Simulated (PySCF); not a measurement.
All values below come from M06-2X/def2-TZVP // PBE0-D3(BJ)/def2-TZVP (PySCF). All species are isolated molecules in the gas phase. 

Reference species (SMILES): `[AlH][F]` (neutral, multiplicity 2).

```yaml
dipole_moment: 1.82 D
```

Changed species: `[F][Al][F]` (radical fragment; the reference has radical fragment).

Task: Give the shifts of the dipole moment.

Result: the dipole moment rises by 0.21 D, to 2.03 D.
